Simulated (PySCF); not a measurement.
BHCl2, SMILES ClBCl. Geometry optimised at PBE0-D3(BJ)/def2-TZVP.

Computed with PBE0-D3(BJ)/def2-TZVP (PySCF 2.14.0).

Harmonic wavenumbers (cm⁻¹): 290, 746, 785, 914, 1098, 2700. Rotational constants (GHz): 47.63, 3.139, 2.945; symmetry number 2.

Question: Work out the zero-point energy and the ideal-gas rigid-rotor harmonic-oscillator thermochemistry at 298.15 K and 1 atm.

Answer: ZPE = ½ Σ hcν = ½ × 6532 cm⁻¹ = 9.34 kcal/mol. H − E(el) = 12.14 kcal/mol. Entropy in cal/(mol K): translation 39.15, rotation 22.73, vibration 2.14, total 64.02. G − E(el) = -6.95 kcal/mol. Cp = 11.83 cal/(mol K).
